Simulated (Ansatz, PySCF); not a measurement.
C3H4BClO, SMILES C(B(OC)Cl)#C. Atoms are numbered in the order given.

```xyz
10

B      0.1068     0.1296    -0.1087
C      0.9037     1.4195    -0.3013
C      1.5363     2.4500    -0.4295
H      2.0959     3.3610    -0.5456
Cl    -0.4035    -0.3172     1.5338
O     -0.1882    -0.6300    -1.1679
C     -0.9078    -1.8387    -1.1691
H     -1.7915    -1.7232    -1.8138
H     -0.2696    -2.6294    -1.5899
H     -1.2283    -2.1268    -0.1572
```

Geometry: PBE0-D3(BJ)/def2-SVP. This is a generated structure with no PubChem entry under its InChIKey; it may be hypothetical. One conformer was computed; it need not be the lowest.

Two levels are set side by side: PBE-D3(BJ)/def2-SVP (Ansatz, a first-principles code) and PBE0-D3(BJ)/def2-SVP (Ansatz). Each level has its own optimised geometry; the coordinates shown are those of the second. Frequencies come from the Hessian of PySCF at each geometry. Differences are taken from unrounded values.

```csv
quantity,PBE0-D3(BJ),PBE-D3(BJ),PBE-D3(BJ) minus PBE0-D3(BJ)
mean bond length (Å),1.293,1.303,0.010
bond B1–C2 (Å),1.528,1.529,0.000
bond B1–Cl5 (Å),1.777,1.789,0.012
bond B1–O6 (Å),1.336,1.350,0.014
bond C2–C3 (Å),1.216,1.228,0.012
bond O6–C7 (Å),1.407,1.421,0.014
bond C3–H4 (Å),1.075,1.082,0.007
bond C7–H8 (Å),1.100,1.109,0.009
bond C7–H9 (Å),1.100,1.109,0.009
bond C7–H10 (Å),1.100,1.109,0.009
highest harmonic wavenumber (cm⁻¹),3479,3396,-84
mean harmonic wavenumber (cm⁻¹),1243,1199,-43
zero-point energy (kcal/mol),42.63,41.14,-1.49
```

GGA bonds tend to be longer and softer than those of functionals with exact exchange. Differences between two approximate levels are no errors against the true value.
